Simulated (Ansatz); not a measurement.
Geometry optimisation, UHF/def2-SVP in Ansatz.

input.yaml

```yaml
crystal:
  periodic: [false, false, false]
  atoms:
    - { symbol: B, position_ang: [-0.300637, -0.200434, -0.054273] }
    - { symbol: C, position_ang: [1.285149, -0.257279, 0.076929] }
    - { symbol: S, position_ang: [-1.026541, -1.820899, -0.402865] }
    - { symbol: H, position_ang: [0.211564, -2.35251, -0.368353] }
    - { symbol: C, position_ang: [-1.164001, 1.113361, 0.080735] }
    - { symbol: H, position_ang: [1.608391, -1.059534, 0.743132] }
    - { symbol: H, position_ang: [1.713685, -0.462696, -0.909656] }
    - { symbol: H, position_ang: [1.732956, 0.674135, 0.431664] }
    - { symbol: H, position_ang: [-2.211122, 0.999695, -0.201492] }
    - { symbol: H, position_ang: [-0.722785, 1.915382, -0.519038] }
    - { symbol: H, position_ang: [-1.12656, 1.450879, 1.123215] }
magnetization:
  spin_polarized: true
basis:
  gaussian: { orbitals: def2-SVP }
hamiltonian:
  xc: hf
relax:
  f_tol: 0.03
  max_steps: 50
```

Run as:

```bash
$ ansatz run input.yaml --threads 2 --pin off --max-ram 3072MiB --backend cpu --events-out ev --progress --plain --runs-dir out
```

**Question.** Where does it end, and by what steps?

**Answer.** It converged. The force dipped under the threshold on the way, but the program's further checks kept it going. After 13 steps the energy has fallen by 0.186 eV; H4 moved furthest, 0.45 Å.

```
step  energy less start (eV)  largest force component (eV/Å)  accepted
   0                  0.0000                           0.740       yes
   1                 -0.1308                           0.559       yes
   2                 -0.1710                           0.413       yes
   3                 -0.1579                           0.577        no
   4                 -0.1770                           0.064       yes
   5                 -0.1803                           0.120       yes
   6                 -0.1826                           0.028       yes
   7                 -0.1830                           0.106       yes
   8                 -0.1835                           0.061       yes
   9                 -0.1844                           0.013       yes
  10                 -0.1771                           0.474        no
  11                 -0.1850                           0.013       yes
  12                 -0.1843                           0.206        no
  13                 -0.1856                           0.018       yes
```

```xyz
11
Properties=species:S:1:pos:R:3
B -0.243 -0.239 -0.038
C 1.334 -0.183 0.103
S -1.127 -1.801 -0.325
H -0.106 -2.661 -0.298
C -1.119 1.078 0.033
H 1.781 -1.097 0.499
H 1.755 -0.027 -0.899
H 1.661 0.661 0.715
H -2.169 0.945 -0.232
H -0.693 1.853 -0.611
H -1.075 1.471 1.055
```

Time of the run: 18 s on 2 threads of Arm Neoverse V1, on a shared host, peak memory 0.21 GiB.
